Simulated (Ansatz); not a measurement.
Task: Name a neutral molecule of B, C, Si and H with size of the dipole moment (PBE/def2-TZVPP) between 0.60 and 0.90 D and LUMO energy (PBE0/def2-TZVPP) between -2.40 and -2.10 eV (Ansatz, PBE0-D4/def2-TZVP geometry).

Result: `CB[SiH2]BC` (0.73 D, -2.25 eV); `B[SiH2]C` (0.75 D, -2.31 eV); `B[SiH](C)C` (0.83 D, -2.17 eV); `B[SiH](C)C#C` (0.73 D, -2.39 eV). Other molecules can fit too; these were computed, each in one conformer that needn't be the lowest.
